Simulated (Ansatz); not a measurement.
A first, cheap relaxation of C4H10F3NSi (`CC(C)(C)N[Si](F)(F)F`).

```yaml
crystal:
  periodic: [false, false, false]
  atoms:
    - {symbol: C, position_ang: [0.778900, -0.139200, -1.409300]}
    - {symbol: C, position_ang: [0.344700, -0.275900, 0.058300]}
    - {symbol: C, position_ang: [1.612100, -0.430400, 0.865200]}
    - {symbol: C, position_ang: [-0.414000, -1.542400, 0.231100]}
    - {symbol: N, position_ang: [-0.335900, 0.905700, 0.570800]}
    - {symbol: Si, position_ang: [-1.845400, 1.579600, 0.178200]}
    - {symbol: F, position_ang: [-1.747600, 2.016600, -1.346500]}
    - {symbol: F, position_ang: [-2.936900, 0.477700, 0.390600]}
    - {symbol: F, position_ang: [-2.086300, 2.850300, 1.157500]}
    - {symbol: H, position_ang: [1.327300, 0.815300, -1.550400]}
    - {symbol: H, position_ang: [-0.163500, -0.030300, -2.044100]}
    - {symbol: H, position_ang: [1.348400, -0.933500, -1.758800]}
    - {symbol: H, position_ang: [2.247900, 0.470400, 0.759900]}
    - {symbol: H, position_ang: [2.191200, -1.295000, 0.565700]}
    - {symbol: H, position_ang: [1.428100, -0.579200, 1.950200]}
    - {symbol: H, position_ang: [-1.387400, -1.503500, -0.362700]}
    - {symbol: H, position_ang: [-0.779100, -1.664200, 1.278600]}
    - {symbol: H, position_ang: [0.075300, -2.421200, -0.045700]}
    - {symbol: H, position_ang: [0.300300, 1.695200, 0.567900]}
basis:
  gaussian: {orbitals: def2-SVP}
hamiltonian: {xc: pbe, dispersion: d4}
relax: {f_tol: 0.03, max_steps: 200}
```

```sh
$ ansatz run in.yaml --threads 5 --pin off --events-out ev --progress --plain --max-ram 66560MiB --backend cuda --devices 0, --max-vram 37GiB
```

Output, abridged:

```
Functional definition: PBE
mean field -21802.12490101 eV, -801.2133121009 hartree, gradient 7.0e-5 eV, S^2 0.000000; 0 other end points of the search recorded, 0 dependent functions left out
relax step   1: F+E_penalty+E_count = -21802.63572710 eV  Δ(F+E_penalty+E_count) = +0.000e0 eV  max|allowed force component| = 4.081e0 eV/Å  Δτ_max = 0.0000 Å  (30 SCF iters, accepted)
mean field -21802.69296315 eV, -801.2341879997 hartree, gradient 1.8e-5 eV, S^2 0.000000; 0 other end points of the search recorded, 0 dependent functions left out
relax step   2: F+E_penalty+E_count = -21803.20223518 eV  Δ(F+E_penalty+E_count) = -5.665e-1 eV  max|allowed force component| = 1.496e0 eV/Å  Δτ_max = 0.1058 Å  (29 SCF iters, accepted)
mean field -21802.82340905 eV, -801.2389817982 hartree, gradient 2.3e-5 eV, S^2 0.000000; 0 other end points of the search recorded, 0 dependent functions left out
relax step   3: F+E_penalty+E_count = -21803.32827123 eV  Δ(F+E_penalty+E_count) = -1.260e-1 eV  max|allowed force component| = 5.612e-1 eV/Å  Δτ_max = 0.1524 Å  (30 SCF iters, accepted)
mean field -21802.83962486 eV, -801.2395777183 hartree, gradient 1.8e-5 eV, S^2 0.000000; 0 other end points of the search recorded, 0 dependent functions left out
relax step   4: F+E_penalty+E_count = -21803.34579207 eV  Δ(F+E_penalty+E_count) = -1.752e-2 eV  max|allowed force component| = 2.636e-1 eV/Å  Δτ_max = 0.0661 Å  (30 SCF iters, accepted)
mean field -21802.85727659 eV, -801.2402264073 hartree, gradient 7.2e-6 eV, S^2 0.000000; 0 other end points of the search recorded, 0 dependent functions left out
relax step   5: F+E_penalty+E_count = -21803.36422681 eV  Δ(F+E_penalty+E_count) = -1.843e-2 eV  max|allowed force component| = 1.995e-1 eV/Å  Δτ_max = 0.1912 Å  (29 SCF iters, accepted)
mean field -21802.86386435 eV, -801.2404685029 hartree, gradient 1.8e-5 eV, S^2 0.000000; 0 other end points of the search recorded, 0 dependent functions left out
relax step   6: F+E_penalty+E_count = -21803.37070815 eV  Δ(F+E_penalty+E_count) = -6.481e-3 eV  max|allowed force component| = 1.162e-1 eV/Å  Δτ_max = 0.1257 Å  (29 SCF iters, accepted)
mean field -21802.86604012 eV, -801.2405484611 hartree, gradient 6.9e-6 eV, S^2 0.000000; 0 other end points of the search recorded, 0 dependent functions left out
relax step   7: F+E_penalty+E_count = -21803.37362008 eV  Δ(F+E_penalty+E_count) = -2.912e-3 eV  max|allowed force component| = 3.359e-1 eV/Å  Δτ_max = 0.1724 Å  (29 SCF iters, accepted)
mean field -21802.87194481 eV, -801.2407654542 hartree, gradient 1.7e-5 eV, S^2 0.000000; 0 other end points of the search recorded, 0 dependent functions left out
relax step   8: F+E_penalty+E_count = -21803.37998103 eV  Δ(F+E_penalty+E_count) = -6.361e-3 eV  max|allowed force component| = 1.379e-1 eV/Å  Δτ_max = 0.0538 Å  (29 SCF iters, accepted)
mean field -21802.86863121 eV, -801.2406436820 hartree, gradient 1.7e-5 eV, S^2 0.000000; 0 other end points of the search recorded, 0 dependent functions left out
relax step   9: F+E_penalty+E_count = -21803.37989726 eV  Δ(F+E_penalty+E_count) = +8.377e-5 eV  max|allowed force component| = 2.336e-1 eV/Å  Δτ_max = 0.1476 Å  (28 SCF iters, rejected (line search))
mean field -21802.87602241 eV, -801.2409153036 hartree, gradient 1.8e-5 eV, S^2 0.000000; 0 other end points of the search recorded, 0 dependent functions left out
relax step  10: F+E_penalty+E_count = -21803.38484708 eV  Δ(F+E_penalty+E_count) = -4.866e-3 eV  max|allowed force component| = 4.413e-2 eV/Å  Δτ_max = 0.0721 Å  (29 SCF iters, accepted)
mean field -21802.87975790 eV, -801.2410525802 hartree, gradient 1.7e-5 eV, S^2 0.000000; 0 other end points of the search recorded, 0 dependent functions left out
relax step  11: F+E_penalty+E_count = -21803.38931154 eV  Δ(F+E_penalty+E_count) = -4.464e-3 eV  max|allowed force component| = 6.302e-2 eV/Å  Δτ_max = 0.0975 Å  (29 SCF iters, accepted)
mean field -21802.88421033 eV, -801.2412162040 hartree, gradient 1.9e-5 eV, S^2 0.000000; 0 other end points of the search recorded, 0 dependent functions left out
relax step  12: F+E_penalty+E_count = -21803.39393752 eV  Δ(F+E_penalty+E_count) = -4.626e-3 eV  max|allowed force component| = 1.973e-1 eV/Å  Δτ_max = 0.1463 Å  (29 SCF iters, accepted)
mean field -21802.88589464 eV, -801.2412781012 hartree, gradient 1.9e-5 eV, S^2 0.000000; 0 other end points of the search recorded, 0 dependent functions left out
relax step  13: F+E_penalty+E_count = -21803.39632528 eV  Δ(F+E_penalty+E_count) = -2.388e-3 eV  max|allowed force component| = 2.740e-1 eV/Å  Δτ_max = 0.1387 Å  (29 SCF iters, accepted)
mean field -21802.88954891 eV, -801.2414123930 hartree, gradient 1.6e-5 eV, S^2 0.000000; 0 other end points of the search recorded, 0 dependent functions left out
relax step  14: F+E_penalty+E_count = -21803.39963252 eV  Δ(F+E_penalty+E_count) = -3.307e-3 eV  max|allowed force component| = 8.872e-2 eV/Å  Δτ_max = 0.0226 Å  (30 SCF iters, accepted)
mean field -21802.88828668 eV, -801.2413660070 hartree, gradient 1.6e-5 eV, S^2 0.000000; 0 other end points of the search recorded, 0 dependent functions left out
relax step  15: F+E_penalty+E_count = -21803.39859951 eV  Δ(F+E_penalty+E_count) = +1.033e-3 eV  max|allowed force component| = 2.778e-1 eV/Å  Δτ_max = 0.0464 Å  (29 SCF iters, rejected (line search))
mean field -21802.89047890 eV, -801.2414465694 hartree, gradient 1.6e-5 eV, S^2 0.000000; 0 other end points of the search recorded, 0 dependent functions left out
relax step  16: F+E_penalty+E_count = -21803.40044598 eV  Δ(F+E_penalty+E_count) = -8.135e-4 eV  max|allowed force component| = 3.899e-2 eV/Å  Δτ_max = 0.0228 Å  (30 SCF iters, accepted)
mean field -21802.89144412 eV, -801.2414820410 hartree, gradient 1.7e-5 eV, S^2 0.000000; 0 other end points of the search recorded, 0 dependent functions left out
relax step  17: F+E_penalty+E_count = -21803.40113471 eV  Δ(F+E_penalty+E_count) = -6.887e-4 eV  max|allowed force component| = 4.412e-2 eV/Å  Δτ_max = 0.0595 Å  (30 SCF iters, accepted)
mean field -21802.89192404 eV, -801.2414996777 hartree, gradient 1.7e-5 eV, S^2 0.000000; 0 other end points of the search recorded, 0 dependent functions left out
relax step  18: F+E_penalty+E_count = -21803.40138909 eV  Δ(F+E_penalty+E_count) = -2.544e-4 eV  max|allowed force component| = 3.398e-2 eV/Å  Δτ_max = 0.0585 Å  (30 SCF iters, accepted)
mean field -21802.89233519 eV, -801.2415147869 hartree, gradient 1.6e-5 eV, S^2 0.000000; 0 other end points of the search recorded, 0 dependent functions left out
relax step  19: F+E_penalty+E_count = -21803.40156215 eV  Δ(F+E_penalty+E_count) = -1.731e-4 eV  max|allowed force component| = 1.812e-2 eV/Å  Δτ_max = 0.0090 Å  (30 SCF iters, accepted)
mean field -21802.89233519 eV, -801.2415147869 hartree, gradient 2.4e-5 eV, S^2 0.000000; 1 other end points of the search recorded, 0 dependent functions left out
Total energy: -21803.40160068 eV, -801.2602299486 hartree
Atom 0 at     0.964337    -0.031940    -1.439966 Å, force    -0.001926     0.003298     0.001123 eV/Å
Atom 1 at     0.448377    -0.221377     0.000165 Å, force     0.003540    -0.002973     0.007520 eV/Å
Atom 2 at     1.617297    -0.510113     0.956186 Å, force     0.001329    -0.002611     0.001085 eV/Å
Atom 3 at    -0.564605    -1.377698     0.045934 Å, force    -0.001511     0.000459    -0.000822 eV/Å
Atom 4 at    -0.225813     1.013370     0.457131 Å, force    -0.004962     0.003331    -0.009380 eV/Å
Atom 5 at    -1.873370     1.390491     0.311961 Å, force    -0.018124    -0.004428    -0.003828 eV/Å
Atom 6 at    -2.509626     1.077708    -1.150947 Å, force     0.008331     0.004638     0.017598 eV/Å
Atom 7 at    -2.828995     0.581661     1.340177 Å, force     0.009620     0.006495    -0.011174 eV/Å
Atom 8 at    -2.049096     2.970123     0.613498 Å, force     0.000600    -0.008164     0.000301 eV/Å
Atom 9 at     1.685023     0.810406    -1.490602 Å, force     0.000426     0.000191    -0.000994 eV/Å
Atom 10 at     0.120501     0.198404    -2.120673 Å, force     0.000499    -0.000134     0.000457 eV/Å
Atom 11 at     1.478845    -0.941746    -1.811655 Å, force    -0.001149     0.000615     0.002433 eV/Å
Atom 12 at     2.344914     0.328675     0.955061 Å, force    -0.000320     0.000414    -0.000461 eV/Å
Atom 13 at     2.162431    -1.426243     0.652350 Å, force     0.000151     0.000589     0.000632 eV/Å
Atom 14 at     1.249083    -0.644259     1.992618 Å, force    -0.000049     0.000398    -0.002028 eV/Å
Atom 15 at    -1.409773    -1.195540    -0.650445 Å, force     0.000166    -0.000179     0.000345 eV/Å
Atom 16 at    -0.972526    -1.510330     1.067439 Å, force    -0.000250     0.000068    -0.000542 eV/Å
Atom 17 at    -0.082375    -2.324820    -0.264834 Å, force     0.000056     0.000827     0.000230 eV/Å
Atom 18 at     0.403471     1.809226     0.593103 Å, force     0.003571    -0.002834    -0.002493 eV/Å
Dipole moment:     0.616201    -0.195222    -0.035793 e Å
```

It took 95 s on 5 threads of an AMD EPYC 7R13 on a shared host and a share of an NVIDIA H100 80 GB, with 0.85 GiB of host memory at the peak.
